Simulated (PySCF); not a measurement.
Compound: C7H11OP.
SMILES: `C1P(CC=C1)CC(C)=O`

The closed-shell ground state was solved at several levels (PySCF, density fitting, gas phase, non-relativistic). One conformer (not necessarily the lowest) at the PBE0-D3(BJ)/def2-SVP geometry, without solvent, vibrations or thermal averaging.

```
             level  basis functions  total energy (Eh)  HOMO (eV)  LUMO (eV)  gap (eV)  dipole (D)
CAM-B3LYP/pcSseg-1              215          -689.6997      -8.23       0.64      8.87        2.51
     PBE0/pcSseg-1              215          -689.3360      -6.93      -0.59      6.34        2.48
```

Problem. What might B3LYP/def2-SVPD (275 basis functions) give for the same quantities?

Solution. Total energy -689.6107 Eh, HOMO -6.70 eV, LUMO -0.93 eV, gap 5.77 eV, dipole 2.58 D.

Problem. Over all these levels, which gives the widest orbital gap and which the narrowest?

Solution. CAM-B3LYP/pcSseg-1 (range-separated hybrid) has the widest, 8.87 eV, and B3LYP/def2-SVPD (global hybrid, 20 % exact exchange) the narrowest, 5.77 eV. Functional and basis both differ between the two, so the spread mixes both effects.

Problem. How far do the dipole and the HOMO energy spread over the levels?

Solution. The dipole runs from 2.48 to 2.58 D (mean 2.52 D) and the HOMO from -8.23 to -6.70 eV.
